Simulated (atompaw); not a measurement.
Before and after: PAW (atompaw) potential for iodine (I)

I, PAW, made with atompaw 4.2.0.5 (PBE, scalar-relativistic). Core [Kr], reference 4d10 5s1.5 5p5.5. Waves: 5s (bound): rc 1.60 bohr; 5s channel at -0.15 Ry: rc 1.60 bohr; 5p (bound): rc 1.60 bohr; 5p channel at 0.3 Ry: rc 1.60 bohr; 4d (bound): rc 1.60 bohr; 4d channel at -2.8 Ry: rc 1.60 bohr. Local part: vpsmatchnc scheme with l = 3 at 0 Ry, radius 1.55 bohr. Core correction: smooth core density matched at 1.55 bohr. Augmentation charge: gaussian compensation charge, radius 1.25 bohr; PAW radius 1.60 bohr; waves and projectors: custom polynom2 7 10 vanderbiltortho.

All-electron outer shells of the reference configuration (PBE, scalar-relativistic, ld1.x):

```json
{"shell": "4s", "level (eV)": "-181.29", "outermost node (bohr)": "0.37", "outermost maximum (bohr)": "0.68"}
{"shell": "4p", "level (eV)": "-128.26", "outermost node (bohr)": "0.37", "outermost maximum (bohr)": "0.72"}
{"shell": "4d", "level (eV)": "-50.94", "outermost node (bohr)": "0.35", "outermost maximum (bohr)": "0.78"}
{"shell": "5s", "level (eV)": "-17.77", "outermost node (bohr)": "0.88", "outermost maximum (bohr)": "1.70"}
{"shell": "5p", "level (eV)": "-7.36", "outermost node (bohr)": "0.96", "outermost maximum (bohr)": "2.02"}
```

Change: wave 4d channel at -2.8 Ry: rc 1.60 bohr becomes 4d channel at -2.8 Ry: rc 1.16 bohr.

Cutoffs: the cutoffs (Ry, on a coarse ladder) from which the occupation-weighted sum of valence levels, in a spherical-Bessel basis at the reference potential, stays within 10 and 1 mRy of its value at 400 Ry; they do not see the model core or the augmentation charge, which bear on the density cutoff.

Question: What does the change do?

Answer: The bound ghosts move from p, s to d, p, s; the range in which the d phases agree narrows (upper end 3.4 → 0.9).

```tsv
quantity	base	changed
cutoff, loose	180 Ry	180 Ry
cutoff, tight	over 300 Ry	over 300 Ry
bound ghosts	s, p	s, p, d
s: phases at 1.61 bohr within 0.05 rad from the reference energy up to (Ry; the scan ends near 5)	2.1	2.1
p: phases at 1.61 bohr within 0.05 rad from the reference energy up to (Ry; the scan ends near 5)	to the end of the scan	to the end of the scan
d: phases at 1.61 bohr within 0.05 rad from the reference energy up to (Ry; the scan ends near 5)	3.4	0.9
lowest overlap eigenvalue by channel	s 0.14, p 0.38, d 0.90	s 0.14, p 0.38, d 0.31
```

 A true bound ghost makes a file unfit for plane-wave use even where its test errors are small: the radial tests pick states by their node count and pass the ghost by. The cutoffs see the waves, projectors and local potential, not the compensation charge or the core.
